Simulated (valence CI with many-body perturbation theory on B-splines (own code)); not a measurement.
# Tb59+ in brief

Method: configuration interaction combined with many-body perturbation theory (CI+MBPT): four valence electrons over a frozen Dirac-Fock core [He], a basis of 9 s, 9 p, 8 d, 6 f, 3 g, 1 h functions for each j, with the one-electron correlation potential Σ1, the two-electron term Σ2, the three-electron term Σ3, Breit, model QED; selected CI, second order for the rest, scaled by the run's own slope (own B-spline code, finite nucleus).

The last digits are not significant, and no measured levels were compared; by estimate large intervals hold to a few tenths of a per cent, small ones and those within an open d or f shell to about a per cent.

Levels are named by their leading jj configuration (3d3/2^4 stands for four electrons in 3d with j = 3/2), which in mixed levels can hold well under half, so a name can repeat and another be missing.

Rates and lifetimes use the calculated energies. Strong lines usually hold to 10 to 20 %, long lifetimes can be off by a factor of two.

(1) What is the ground level?

(2) What are the static dipole polarisabilities of the lowest levels?

(3) Name the longest-lived excited levels whose lifetime is computed, and their main decay.

(4) What is the ionisation energy?

(5) How well does LS coupling describe the low levels?

(6) Among levels below 8394.8 eV, which E1 lines absorb most strongly from the ground level?

(7) Where does the other parity begin?

## Answers

(1) (2s^2 2p1/2^2) J=0, composition 69 % 2s²2p² ³P + 31 % 2s²2p² ¹S.

(2) (2s^2 2p1/2^2) J=0 0.000161 bohr³, of which the core gives 4.01e-07.

(3) (2s^2 2p1/2 2p3/2) J=2 at 794.0 eV lives 113 ns, mostly by E2 to (2s^2 2p1/2^2) J=0; (2s^2 2p1/2 2p3/2) J=1 at 776.4 eV lives 339 ps, mostly by M1 to (2s^2 2p1/2^2) J=0.

(4) 13660 eV; NIST lists 13658 ± 7 eV (theoretical).

(5) Among the lowest 20 levels the leading LS term, summed over configurations, holds 67 % on average. For single configurations the figures are 67 % in LS and 100 % in jj coupling. Terms mix most in the J = 1 level at 1097.1 eV, where the leading one holds 32 %.

(6) to (2s^2 2p1/2 3d3/2) J=1 at 0.1531 nm, f = 1.07; to (2s 2p1/2^2 3p1/2) J=1 at 0.1551 nm, f = 0.385; to (2s 2p1/2^2 3p3/2) J=1 at 0.1504 nm, f = 0.332.

(7) At (2s 2p1/2^2 2p3/2) J=2, 1022.1 eV.
